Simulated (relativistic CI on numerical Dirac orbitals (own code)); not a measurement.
**Slater and spin-orbit integrals, Au XIV**

Method of calculation: Dirac-Coulomb-Breit CI, orbitals from a KLI potential per configuration, QED by a radiative potential, unscaled Slater integrals (own radial code, finite nucleus).

Slater integrals F^k, G^k are unscaled and averaged over j, outside the closed core [Kr] 4d10; ζ comes from projecting the Hamiltonian with its Breit term on Σ l·s of the shell.

- 4f14.5s2.5p4: F^2(5p,5p) = 111340, ζ(5p) = 111290 cm⁻¹; <r>(5p) = 0.9607, <r^2>(5p) = 1.031 (bohr units).
- 4f14.5s.5p5: G^1(5s,5p) = 144580, ζ(5p) = 110780 cm⁻¹; <r>(5s) = 0.8732, <r^2>(5s) = 0.8496, <r>(5p) = 0.9603, <r^2>(5p) = 1.03 (bohr units).
- 4f14.5s2.5p3.5d: F^2(5p,5p) = 111460, ζ(5p) = 112020, F^2(5p,5d) = 100090, G^1(5p,5d) = 123280, G^3(5p,5d) = 78408, ζ(5d) = 10582 cm⁻¹; <r>(5p) = 0.9592, <r^2>(5p) = 1.028, <r>(5d) = 1.109, <r^2>(5d) = 1.378 (bohr units).

In this model ζ of a weakly bound d, f or g electron outside closed shells comes out too small, for d by up to a factor of two or three and at times with the wrong sign; that of an outer p electron is too small as well.

Averages of the first 10 configurations, taken without configuration mixing, which lowers the lowest level and can move excited configurations by several eV; other configurations of the list can lie among them:

| Configuration | Parity | States | Average energy above the lowest level (eV) |
| --- | --- | --- | --- |
| 4f14.5s2.5p4 | even | 15 | 16.6 |
| 4f14.5s.5p5 | odd | 12 | 74.7 |
| 4f14.5s2.5p3.5d | odd | 200 | 87.7 |
| 4f13.5s2.5p5 | even | 84 | 61.1 |
| 4f14.5p6 | even | 1 | 137.8 |
| 4f14.5s.5p4.5d | even | 300 | 143.8 |
| 4f14.5s2.5p3.5f | even | 280 | 157.9 |
| 4f14.5s2.5p3.5g | odd | 360 | 204.9 |
| 4f13.5s2.5p4.5d | odd | 2100 | 132.8 |
| 4f14.5s2.5p3.6s | odd | 40 | 133.9 |
